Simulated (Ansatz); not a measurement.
Basis-set series for AlBGeH$_{6}$, SMILES `[AlH2][BH][GeH3]`. Charge 0, multiplicity 1. The structure was optimised at the PBE0-D4/def2-TZVP level.

```
functional       basis  functions  energy (Eh)  HOMO (eV)  LUMO (eV)
   PBE0-D4    def2-SVP         94  -2347.03723      -7.33      -2.73
   PBE0-D4  def2-TZVPP        205  -2347.41181      -7.31      -2.75
   ωB97M-V    def2-SVP         94  -2347.28058      -9.36      -0.68
   ωB97M-V  def2-TZVPP        205  -2347.65795      -9.38      -0.79
```

(1) Give the rows for def2-QZVPP. (An estimate is asked.)

## Answers

(1) Computed: 
| functional | basis | functions | energy (Eh) | HOMO (eV) | LUMO (eV) |
| --- | --- | --- | --- | --- | --- |
| PBE0-D4 | def2-QZVPP | 396 | -2347.46591 | -7.31 | -2.75 |
| ωB97M-V | def2-QZVPP | 396 | -2347.71094 | -9.38 | -0.81 |

Scalar relativity is left out up to krypton.
